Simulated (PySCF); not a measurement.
Species: C₅H₁₂BNP₂.
Numbering: `[CH2:1]=[CH:2][CH2:3][P@+:4]([CH3:5])([PH2:6])[BH2-:7][C:8]#[N:9]` (hydrogens: H10, H11 on C1; H12 on C2; H13, H14 on C3; H15, H16, H17 on C5; H18, H19 on P6; H20, H21 on B7)
Bond orders are those of one Lewis drawing.

Computed by this run: PBE0-D3(BJ)/def2-SVP geometry optimisation, gas phase in PySCF; density fitting, grid level 1; the optimiser is geomeTRIC in internal coordinates, started from a GFN2-xTB structure with every atom displaced at random (about 0.01 Å).

Step 0: E = -26097.0368 eV
```
atom  x, y, z in Å  |  force x, y, z in eV/Å
C1     -2.9502    0.1827   -0.4060   -2.545   1.934   0.739
C2     -1.9340   -0.5192   -0.7858    2.036  -0.905  -0.683
C3     -0.6266    0.0699   -1.1487    0.557   0.432   0.838
P4      0.5610    0.1862    0.3191   -1.230  -0.856  -0.492
C5      0.5879   -1.5503    0.9225    0.517   0.886   0.431
P6     -0.7228    1.1610    1.8227   -0.381  -0.846   0.025
B7      2.2990    0.8750   -0.1648   -0.814   0.001  -0.537
C8      2.7055   -0.2025   -1.1970   -0.536   2.897   2.420
N9      2.9378   -1.0339   -1.9265    0.855  -3.279  -2.876
H10    -3.9124   -0.2424   -0.1287   -0.091  -0.278   0.072
H11    -2.9352    1.2835   -0.3679    0.154  -0.177  -0.064
H12    -1.9917   -1.5925   -0.8164   -0.116  -0.766  -0.009
H13    -0.1100   -0.5142   -1.9004    0.426  -0.253  -0.446
H14    -0.7340    1.0953   -1.5121    0.019   0.250  -0.172
H15     1.0245   -2.1791    0.1555    0.229  -0.323  -0.408
H16    -0.4026   -1.8913    1.2012   -0.484  -0.137   0.037
H17     1.2360   -1.5702    1.8100    0.045  -0.132   0.022
H18     0.3642    1.2558    2.6934    0.574   0.062   0.578
H19    -0.4568    2.4066    1.2847    0.105   1.055  -0.410
H20     2.1033    1.9582   -0.6464   -0.032   0.381  -0.108
H21     2.9404    0.8618    0.8107    0.710   0.055   1.043
```

Step 1: E = -26097.3814 eV
```
atom  x, y, z in Å  |  force x, y, z in eV/Å
C1     -3.0539    0.1671   -0.4664    0.301  -0.190  -0.130
C2     -1.9651   -0.5230   -0.8275   -0.210   0.089   0.142
C3     -0.6410    0.0953   -1.1297    0.126  -0.081   0.027
P4      0.5114    0.1398    0.3185   -0.097  -0.020  -0.089
C5      0.5883   -1.5632    0.9562   -0.071  -0.061  -0.115
P6     -0.5966    1.2230    1.8831    0.093   0.287   0.047
B7      2.2429    0.8558   -0.1656    0.154   0.055   0.217
C8      2.7425   -0.1945   -1.2125    0.038  -0.370  -0.265
N9      2.9880   -1.0574   -1.9566   -0.048   0.282   0.195
H10    -3.9868   -0.3357   -0.2151   -0.105  -0.047   0.010
H11    -3.0427    1.2574   -0.4127   -0.026   0.114  -0.001
H12    -2.0175   -1.6180   -0.8656    0.013   0.029  -0.011
H13    -0.0842   -0.4607   -1.9084   -0.039   0.094   0.085
H14    -0.7381    1.1378   -1.4757    0.031  -0.025   0.036
H15     1.0353   -2.2006    0.1742   -0.029   0.060   0.061
H16    -0.4119   -1.9340    1.2285    0.070   0.012  -0.036
H17     1.2428   -1.5873    1.8375    0.035   0.021   0.033
H18     0.5624    1.3001    2.7275   -0.082  -0.038  -0.126
H19    -0.3328    2.5077    1.2855   -0.036  -0.234   0.071
H20     2.0356    1.9654   -0.6265   -0.008   0.008   0.008
H21     2.9046    0.8655    0.8702   -0.110   0.015  -0.159
```

Step 2: E = -26097.3926 eV
```
atom  x, y, z in Å  |  force x, y, z in eV/Å
C1     -3.0735    0.1519   -0.4912    0.082   0.032  -0.072
C2     -1.9638   -0.5160   -0.8158   -0.033  -0.072   0.017
C3     -0.6374    0.1050   -1.1057   -0.015   0.025   0.041
P4      0.5126    0.1461    0.3326   -0.074  -0.022  -0.012
C5      0.5868   -1.5582    0.9607    0.007  -0.006   0.002
P6     -0.5783    1.2402    1.9028    0.018   0.045   0.011
B7      2.2473    0.8502   -0.1621    0.059   0.007   0.054
C8      2.7251   -0.2030   -1.2219   -0.020  -0.077  -0.030
N9      2.9574   -1.0579   -1.9759    0.002   0.062   0.021
H10    -4.0057   -0.3729   -0.2694    0.002   0.011   0.003
H11    -3.0930    1.2462   -0.4503   -0.012  -0.007   0.013
H12    -2.0023   -1.6107   -0.8555    0.015  -0.014   0.018
H13    -0.0755   -0.4453   -1.8795   -0.017   0.018  -0.027
H14    -0.7287    1.1481   -1.4484   -0.001   0.012   0.008
H15     1.0308   -2.1892    0.1755    0.010   0.006   0.002
H16    -0.4106   -1.9306    1.2327    0.006  -0.007  -0.008
H17     1.2461   -1.5843    1.8401   -0.001  -0.003   0.000
H18     0.5975    1.2998    2.7137   -0.003   0.004  -0.003
H19    -0.3076    2.5047    1.2911   -0.003  -0.025   0.003
H20     2.0426    1.9630   -0.6169   -0.001   0.002  -0.003
H21     2.9132    0.8532    0.8624   -0.021   0.006  -0.039
```

**Question.** Estimate the geometry and energy of step 3. (The exact step hangs on the optimiser's Hessian estimate; all steps are aligned on step 2, rigid shifts and turns removed.)

**Answer.** E = -26097.3924 eV, largest force 0.212 eV/Å
```
atom  x, y, z in Å  |  force x, y, z in eV/Å
C1     -3.0606    0.1630   -0.5179   -0.203  -0.060   0.014
C2     -1.9641   -0.5379   -0.8071    0.064   0.171  -0.025
C3     -0.6431    0.0965   -1.0884    0.075  -0.083  -0.014
P4      0.5065    0.1426    0.3447   -0.016  -0.028   0.016
C5      0.5958   -1.5627    0.9670    0.032   0.023   0.043
P6     -0.5756    1.2397    1.9204   -0.024  -0.074  -0.003
B7      2.2381    0.8512   -0.1596   -0.012  -0.016  -0.040
C8      2.7038   -0.1973   -1.2321   -0.036   0.083   0.092
N9      2.9310   -1.0404   -1.9988    0.025  -0.061  -0.073
H10    -4.0105   -0.3335   -0.3013    0.013   0.029   0.005
H11    -3.0561    1.2591   -0.4992    0.009  -0.054   0.001
H12    -2.0071   -1.6329   -0.8324    0.006   0.022   0.030
H13    -0.0769   -0.4446   -1.8640    0.033  -0.001  -0.059
H14    -0.7414    1.1397   -1.4283   -0.028   0.000   0.006
H15     1.0449   -2.1846    0.1788    0.021  -0.014  -0.023
H16    -0.3961   -1.9471    1.2386   -0.021  -0.014   0.005
H17     1.2582   -1.5854    1.8447   -0.016  -0.009  -0.009
H18     0.6099    1.3032    2.7124    0.032   0.016   0.039
H19    -0.3116    2.4937    1.2957    0.010   0.073  -0.032
H20     2.0269    1.9652   -0.6089    0.002   0.000  -0.007
H21     2.9112    0.8529    0.8548    0.033  -0.002   0.035
```

The energy changes by +0.0002 eV. The first-order estimate −F·Δx gives -0.0073 eV and the mean of the old and new forces, exact on a quadratic surface, +0.0001 eV. The step makes an angle of 75° with the force vector and moves no atom by more than 0.063 Å.

What follows is the cost of the whole optimisation. The run took 3.8 min of wall time on Arm Neoverse V1, one thread, no GPU (shared host), and the process peaked at 0.88 GiB of memory.
